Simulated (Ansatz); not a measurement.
Mulliken charges of B2FH3OSi (`FB1BO[SiH2]1`) from PBE/def2-TZVPP in Ansatz (PBE0-D4/def2-TZVP geometry).

```
atom   x (Å)   y (Å)   z (Å)  charge (e)
  F1  -0.635  -0.912   2.236      -0.160
  B2  -0.229  -0.367   1.120       0.238
  B3   0.849   0.891   0.569       0.059
  O4   0.644   0.767  -0.776      -0.237
 Si5  -0.500  -0.513  -0.897       0.212
  H6   1.607   1.712   0.997       0.010
  H7  -1.722  -0.019  -1.589      -0.061
  H8   0.077  -1.616  -1.715      -0.061
```

Task: By hand: the dipole of these point charges (1 e Å = 4.8032 D).

Result: Σ q r = (-0.045, -0.063, 0.148) e Å, of length 0.167 e Å = 0.80 D.

Task: How does the dipole of the full density compare? (An estimate is asked.)

Result: Ansatz gave: (-0.121, -0.137, 0.013) e Å, 0.88 D; the point charges give 0.91 times that, at 58° from its direction.

Point charges leave out the atoms' own dipoles, such as those of lone pairs, and Mulliken's split depends on the basis, so the two needn't agree.
